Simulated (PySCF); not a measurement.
# Spinor energies of Xe(36+) (xenon, charge +36)

Start: [Ar]. Calculated with PySCF 2.14 in an uncontracted even-tempered set (18 s from 2.4 bohr⁻², ratio 2.6; 14 p from 3.1 bohr⁻², ratio 2.6; 6 d from 3.2 bohr⁻², ratio 2.8; 3 f from 55 bohr⁻², ratio 2.8): generalised Hartree-Fock with the X2C-1e Hamiltonian and a Gaussian nucleus; spin-orbit coupling (SO) screened by Boettger's factors.

| spinor shell | electrons | ε, screened SO (eV) | weight of nominal j (screened SO) | rms radius, screened SO (bohr) |
| --- | --- | --- | --- | --- |
| 1s1/2 | 2 | -36698.7 | 1.000 | 0.0305 |
| 2s1/2 | 2 | -7421.9 | 1.000 | 0.123 |
| 2p1/2 | 2 | -7091.8 | 1.000 | 0.105 |
| 2p3/2 | 4 | -6758.4 | 1.000 | 0.111 |
| 3s1/2 | 2 | -2771.0 | 1.000 | 0.299 |
| 3p1/2 | 2 | -2636.9 | 1.000 | 0.288 |
| 3p3/2 | 4 | -2557.3 | 1.000 | 0.297 |

```
   quantity  screened SO
E (hartree)  -6423.15829
        M_J            0
       ⟨J²⟩        0.000
       ⟨L²⟩        0.014
       ⟨S²⟩        0.014
```

Breit and QED terms are absent; they matter most for the inner s and p1/2 levels.

Densities and radii are taken from the X2C orbitals without a picture-change correction, which distorts them close to the nucleus.
